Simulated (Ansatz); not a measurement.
Stretching the In1–H2 bond in H3In (SMILES [InH3]) (multiplicity 1 held, fragments rigid). Energies count from the point at 1.731 Å.
Geometry at that point (charge 0, multiplicity 1):
```xyz
4

In     0.000     0.000     0.000
H      0.687    -0.474     1.516
H     -0.391     1.660    -0.291
H     -0.295    -1.186    -1.225
```

Signs of static correlation in def2-TZVPP, with CASSCF(2,2), from Ansatz (an electronic-structure program) runs.

```json
[
 {"R (Å)": "1.384", "T1 of restricted CCSD": "0.008", "⟨S²⟩ of UHF": "0.000", "largest double amplitude of restricted CCSD": "0.042", "weight of the CASSCF reference in MRCISD": "0.946", "CASSCF natural occupations": "1.98 0.02"},
 {"R (Å)": "1.558", "T1 of restricted CCSD": "0.008", "⟨S²⟩ of UHF": "0.000", "largest double amplitude of restricted CCSD": "0.044", "weight of the CASSCF reference in MRCISD": "0.945", "CASSCF natural occupations": "1.98 0.02"},
 {"R (Å)": "1.731", "T1 of restricted CCSD": "0.009", "⟨S²⟩ of UHF": "0.000", "largest double amplitude of restricted CCSD": "0.045", "weight of the CASSCF reference in MRCISD": "0.945", "CASSCF natural occupations": "1.97 0.03"},
 {"R (Å)": "1.904", "T1 of restricted CCSD": "0.010", "⟨S²⟩ of UHF": "0.000", "largest double amplitude of restricted CCSD": "0.057", "weight of the CASSCF reference in MRCISD": "0.944", "CASSCF natural occupations": "1.96 0.04"},
 {"R (Å)": "2.077", "T1 of restricted CCSD": "0.011", "⟨S²⟩ of UHF": "0.000", "largest double amplitude of restricted CCSD": "0.052", "weight of the CASSCF reference in MRCISD": "0.944", "CASSCF natural occupations": "1.95 0.05"},
 {"R (Å)": "2.336", "T1 of restricted CCSD": "0.015", "⟨S²⟩ of UHF": "0.000", "largest double amplitude of restricted CCSD": "0.128", "weight of the CASSCF reference in MRCISD": "0.944", "CASSCF natural occupations": "1.91 0.09"},
 {"R (Å)": "2.596", "T1 of restricted CCSD": "0.022", "⟨S²⟩ of UHF": "0.406", "largest double amplitude of restricted CCSD": "0.185", "weight of the CASSCF reference in MRCISD": "0.944", "CASSCF natural occupations": "1.86 0.14"},
 {"R (Å)": "3.028", "T1 of restricted CCSD": "0.041", "⟨S²⟩ of UHF": "[?]", "largest double amplitude of restricted CCSD": "0.297", "weight of the CASSCF reference in MRCISD": "0.944", "CASSCF natural occupations": "1.73 0.27"},
 {"R (Å)": "3.461", "T1 of restricted CCSD": "0.071", "⟨S²⟩ of UHF": "0.926", "largest double amplitude of restricted CCSD": "[?]", "weight of the CASSCF reference in MRCISD": "0.944", "CASSCF natural occupations": "1.55 0.45"},
 {"R (Å)": "3.980", "T1 of restricted CCSD": "0.111", "⟨S²⟩ of UHF": "0.983", "largest double amplitude of restricted CCSD": "0.646", "weight of the CASSCF reference in MRCISD": "0.944", "CASSCF natural occupations": "1.33 0.67"},
 {"R (Å)": "4.673", "T1 of restricted CCSD": "0.149", "⟨S²⟩ of UHF": "1.003", "largest double amplitude of restricted CCSD": "0.871", "weight of the CASSCF reference in MRCISD": "0.944", "CASSCF natural occupations": "1.15 0.85"},
 {"R (Å)": "5.538", "T1 of restricted CCSD": "0.167", "⟨S²⟩ of UHF": "1.007", "largest double amplitude of restricted CCSD": "1.016", "weight of the CASSCF reference in MRCISD": "0.944", "CASSCF natural occupations": "1.05 0.95"}
]
```

Q: Fill in the missing entries.

A: 
- 3.028, ⟨S²⟩ of UHF: 0.786
- 3.461, largest double amplitude of restricted CCSD: 0.444

Doubts at one or more of the structures used: a restricted determinant that unrestricted orbitals would lower (R-CCSD(T)/def2-TZVPP); other coupled-cluster roots lie near (R-CCSD(T)/def2-TZVPP); T1 above 0.05 (R-CCSD(T)/def2-TZVPP, U-CCSD(T)/def2-TZVPP); a spin-contaminated determinant (U-CCSD(T)/def2-TZVPP).
